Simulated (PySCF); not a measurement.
**Solvent effects on NMR parameters**

Structure with atom numbers: `[CH3:1][C@@H:2]1[CH2:3][C@@H:4]1[C@H:5]1[CH:6]=[CH:7][CH2:8]1`. Each H is labelled by its parent atom. Ha(C3) is cis to C1 on the ring; Ha(C8) is cis to C4 on the ring; Hb(C3) is trans to C1 on the ring; Hb(C8) is trans to C4 on the ring.

GIAO PBE0/pcSseg-1 in PySCF on one PBE0-D3(BJ)/def2-SVP conformer, non-relativistic, equivalent nuclei averaged. Solvents enter as an IEF-PCM continuum (chloroform with ε = 4.7, dimethylsulfoxide with ε = 46.8) around the gas-phase geometry. Shifts are referred to TMS computed in the same medium.

In chloroform, δ in ppm: C6 152.4, C7 146.1, C5 46.8, C8 40.2, C4 22.1, C1 15.5, C3 13.0, C2 12.3, H(C6) 6.53, H(C7) 6.37, Hb(C8) 2.80, Ha(C8) 2.31, H(C5) 2.29, H(C1) 1.06. Dipole moment 0.41 D.

Problem. How does each δ change in the more polar medium?

Solution. 
```tsv
atoms	environment	Δδ, dimethylsulfoxide
C6	alkene CH	+0.5
C7	alkene CH	+0.6
C5	allylic sp3 CH	+0.2
C8	allylic sp3 CH2	+0.2
C4	three-membered-ring carbon	+0.2
C1	methyl carbon	0.0
C3	three-membered-ring carbon	-0.1
C2	three-membered-ring carbon	+0.2
H(C6)	hydrogen on an alkene CH	+0.04
H(C7)	hydrogen on an alkene CH	+0.04
Hb(C8)	hydrogen on an allylic sp3 CH2	+0.02
Ha(C8)	hydrogen on an allylic sp3 CH2	0.00
H(C5)	hydrogen on an allylic sp3 CH	+0.05
H(C1)	hydrogen on a methyl carbon	+0.01
```

Changes are relative to chloroform. The dipole moment becomes 0.45 D in dimethylsulfoxide.

Problem. Which of the listed nuclei move most (in ppm), and what does the model miss?

Solution. C7 (alkene CH, +0.6 ppm) in dimethylsulfoxide. A continuum only polarises the solute; specific hydrogen bonds, the anisotropy of aromatic solvents and changes of geometry or conformer are outside it.
